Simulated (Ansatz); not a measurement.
Computed with Ansatz on PBE0-D4/def2-TZVP structures; ΔE is electronic, products minus reactants. CCSD(T)/CBS is the MP2 limit (def2-TZVPP, def2-QZVPP) plus CCSD(T) − MP2 in def2-TZVPP, frozen cores. This one scheme is used for every species. Functionals use def2-TZVPP. Elements past krypton have def2 core potentials. For Hf outer-core shells are correlated without core-valence functions, which leaves a few kJ/mol of doubt a bond. Each species was taken in one conformer, which may not be the lowest.

Consider the substitution at a C–C bond: `CC[N](C)[Hf]([F])([F])[F]` + `SS` → `CSS` + `C[N](C)[Hf]([F])([F])[F]`.

CCSD(T)/CBS gives +3.3 kJ/mol.

Another level gave -1.7 kJ/mol. Which?
A. PBE0/def2-TZVPP
B. CAM-B3LYP-D4/def2-TZVPP
C. RPA@PBE/def2-TZVPP
D. revPBE/def2-TZVPP

A. PBE0 -1.7, revPBE -7.1, CAM-B3LYP-D4 2.5, RPA@PBE/def2-TZVPP 8.5 kJ/mol.

Largest T1 diagnostic among the species: 0.015.

At CCSD(T), def2-SVP lies +13.0 kJ/mol from the extrapolated value and def2-TZVPP +2.9 kJ/mol. From BLYP to BHLYP (50 % exact exchange), in def2-TZVPP and without D4, ΔE moves by +6.2 kJ/mol. Leaving LDA and LC-ωPBE aside and taking each functional with its dispersion term where it has one, the values, not all of them listed here, spread over 5.8 kJ/mol, from revPBE-D4 to CAM-B3LYP-D4. LDA lies +7.1 kJ/mol from PBE without D4.
